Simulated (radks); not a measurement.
The numbers below are computed, except where a source is named.
Initial-state core-level shifts of neutral tantalum when its valence configuration changes from [Xe] 4f14 5d3 6s2. Level of theory: scalar-relativistic Kohn-Sham, r2SCAN, spin-unpolarised, spherical densities, finite nucleus; meta-GGA in the generalised Kohn-Sham scheme; Fermi nuclear charge, rms radius 5.3507 fm (a radial shooting solver on a logarithmic mesh with Libxc functionals). Shifts are changes of the shell-averaged eigenvalues in eV (positive: less bound); the change of the density at the nucleus, which sets a Mossbauer isomer shift, is in e/bohr^3, on a base of 1.394e+06.

valence                    1s       2p       3d      5p  density at nucleus
4f14 5d4 6s1           +1.700   +1.783   +1.774  +1.620               -75.2
4f13 5d4 6s2           -9.005   -9.667  -10.897  -3.036               +79.4
4f14 5d2 6s2 6p1       -3.772   -3.852   -3.832  -3.584               +23.2
4f13.5 5d3 6s2 6p0.5   -6.365   -6.725   -7.313  -3.377               +50.9
4f14 5d5               +2.945   +3.098   +3.086  +2.830              -139.5
4f14 5d3 6s1 6p1       -1.587   -1.563   -1.566  -1.576               -64.0
4f13 5d3.5 6s2 6p0.5  -11.028  -11.731  -12.953  -4.954               +91.8
4f14 5d3 6s1.5 6p0.5   -0.820   -0.808   -0.809  -0.814               -31.3
4f11 5d6 6s2          -28.741  -30.961  -35.100  -8.855              +251.7
